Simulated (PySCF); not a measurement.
HgI, SMILES [I][Hg+], charge +1. Atoms are numbered in the order given.

```xyz
2

Hg     0.0000     0.0000    -1.0354
I      0.0000     0.0000     1.5629
```
Charge +1, spin multiplicity 1.

The structure is a stationary point at B3LYP-D3(BJ)/def2-TZVP. The spin state was assumed, not searched. The def2 effective core potentials stand for the cores of Hg, I; spin–orbit coupling is left out.

All values below come from TDDFT-PBE/def2-TZVPD (PySCF).

Vertical excitations; the highest root listed may be one member of a degenerate set. Isolated molecule, no solvent. State labels are in the subgroup C2v.

```tsv
state	symmetry	energy (eV)	λ (nm)	f	main pairs
S1	B1	0.99	1258	0.001	HOMO−1→LUMO (degenerate set)
S2	B2	0.99	1258	0.001	HOMO→LUMO (degenerate set)
S3	A1	4.54	273	0.139	HOMO−2→LUMO 81 %
S4	A2	5.57	223	0.000	HOMO→LUMO+1 50 %, HOMO−1→LUMO+2 50 %
S5	A2	5.61	221	0.000	HOMO−1→LUMO+2, HOMO→LUMO+1 (degenerate set)
S6	A1	5.61	221	0.000	HOMO→LUMO+2, HOMO−1→LUMO+1 (degenerate set)
S7	A1	6.36	195	0.297	HOMO−1→LUMO+1 36 %, HOMO→LUMO+2 36 %, HOMO−7→LUMO 18 %, HOMO−2→LUMO 11 %
S8	A2	6.49	191	0.000	HOMO−3→LUMO (degenerate set)
S9	A1	6.49	191	0.000	HOMO−4→LUMO (degenerate set)
S10	B1	7.00	177	0.005	HOMO−6→LUMO 98 %
T1	B1	0.49	2543	0	HOMO−1→LUMO (degenerate set)
T2	B2	0.49	2543	0	HOMO→LUMO (degenerate set)
T3	A1	3.06	405	0	HOMO−2→LUMO 100 %
T4	A1	5.36	231	0	HOMO−1→LUMO+1 50 %, HOMO→LUMO+2 50 %
```
Triplets are in the Tamm–Dancoff approximation, which puts them higher than full response would, so one can lie above its singlet here.
